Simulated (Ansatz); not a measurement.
Total energies of Cu5H5 from Ansatz at PBE0-D4/def2-TZVP, gas phase (1 Eh = 27.2114 eV = 2625.5 kJ/mol). The reference geometry is relaxed at PBE-D4/def2-SVP.

| atom | x (Å) | y (Å) | z (Å) |
| --- | --- | --- | --- |
| Cu1 | -0.5667 | 1.7943 | 0.7359 |
| Cu2 | -0.5344 | -1.9363 | -0.1556 |
| Cu3 | 1.3185 | 1.3802 | -0.6491 |
| Cu4 | 1.4973 | -0.9780 | -0.9421 |
| Cu5 | -1.7239 | -0.2539 | 1.0257 |
| H6 | -2.0204 | -1.7284 | 0.4418 |
| H7 | 2.3885 | 0.3307 | -1.2448 |
| H8 | 0.4484 | 2.6555 | -0.1758 |
| H9 | -1.6631 | 1.1863 | 1.7561 |
| H10 | 0.8558 | -2.4504 | -0.7920 |

```
                 state                    geometry  energy (Eh)
      charge 0 singlet                   reference  -8204.53686
      charge 1 doublet                   reference  -8204.20860
      charge 0 triplet  relaxed at PBE-D4/def2-SVP  -8204.43763
      charge 0 quintet  relaxed at PBE-D4/def2-SVP  -8204.32778
free Cu atom (doublet)                           –  -1640.24417
 free H atom (doublet)                           –     -0.50104
```

Q: Work out the vertical ionisation energy to the doublet.

A: E(charge 1 doublet) − E(charge 0 singlet) = -8204.20860 − (-8204.53686) = 0.32826 Eh = 8.93 eV. For comparison, −ε of the highest occupied level is 7.28 eV at this level, 1.65 eV less.

Q: Which of the charge 0 states is lowest, and how far above it are the others?

A: The singlet. triplet: -8204.43763 − (-8204.53686) = 0.09923 Eh = 260.5 kJ/mol; quintet: -8204.32778 − (-8204.53686) = 0.20908 Eh = 548.9 kJ/mol. The triplet differs in its bonds from the reference. The quintet differs in its bonds from the reference.

Q: What is the binding energy per atom against free atoms?

A: Atoms: 5 × (-1640.24417) + 5 × (-0.50104) = -8203.72605 Eh. Binding: -8203.72605 − (-8204.53686) = 0.81081 Eh = 22.06 eV, or 2.21 eV for each of 10 atoms (no zero-point energy, no counterpoise term).

The structure comes from a short search, and lower isomers may exist.
